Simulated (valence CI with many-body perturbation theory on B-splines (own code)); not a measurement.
Which ion has this spectrum?

A relativistic CI+MBPT calculation for an atom or ion with 7 electrons gives these levels (cm⁻¹):

```
  J  Parity        E     g
3/2     odd        0  2.00
3/2     odd    89067  0.83
5/2     odd    91080  1.20
1/2     odd   138393  0.66
3/2     odd   141432  1.31
5/2    even   412079  1.60
3/2    even   421339  1.73
1/2    even   425989  2.67
3/2    even   567351  0.80
5/2    even   567658  1.20
1/2    even   662434  1.94
3/2    even   691616  1.33
1/2    even   703642  0.72
3/2     odd  1078879  1.33
```

The energies are calculated, with errors of perhaps 400 cm⁻¹, more in some levels.

Problem. Which is it?
A. Cl10+
B. Ar11+
C. S9+
D. Si7+

Solution. A. Cl10+, ground level 2s²2p³ ⁴S°_3/2.
